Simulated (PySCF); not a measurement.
# [PbO(OH)]− at several levels of theory

Computed with PySCF 2.14.0 (density fitting, no spin-orbit coupling) at the geometry relaxed with PBE0:

```xyz
4
[PbO(OH)]− (singlet)
Pb   -0.1647    0.0094   -0.3748
O     1.4520   -0.0093    0.7616
O    -1.7963    0.0344    1.1365
H    -2.5818    0.0546    0.5748
```

| level | basis | state | HOMO (eV) | gap (eV) | charge on Pb1 (e) | dipole about the centre of mass (D) | largest force component (eV/Å) |
| --- | --- | --- | --- | --- | --- | --- | --- |
| PBE0 | Pb def2-SVP with ECP60, O def2-SVP, H def2-SVP | singlet | -0.23 | 4.13 | 0.21 | 5.87 | 0.01 |
| wB97X | the same | singlet | -2.43 | 8.11 | 0.23 | 6.11 | 0.34 |
| PBE0 | Pb def2-TZVP with ECP60, O def2-TZVP, H def2-TZVP | singlet | -0.72 | 4.06 | 0.40 | 6.57 | 0.39 |

Charges are Mulliken's, which hang on the basis. The relaxation used the grid (50, 194), these runs (75, 302) or, all-electron (x2c bases, spin-free X2C Hamiltonian), (99, 590).

Problem. What does HF with Pb def2-SVP with ECP60, O def2-SVP, H def2-SVP give here?

Solution. state singlet, HOMO (eV) -3.20, gap (eV) 9.47, charge on Pb1 (e) 0.56, dipole about the centre of mass (D) 7.13, largest force component (eV/Å) 1.05. Time: 0.7 s on 2 threads of Intel(R) Xeon(R) Platinum 8375C CPU @ 2.90GHz (Ice Lake) (shared host), from an already converged density.

In the first row's basis the gap widens with exact exchange: 4.1 eV for PBE0 (a fixed share); 8.1 to 9.5 eV for wB97X, Hartree–Fock (rising or full at long range).
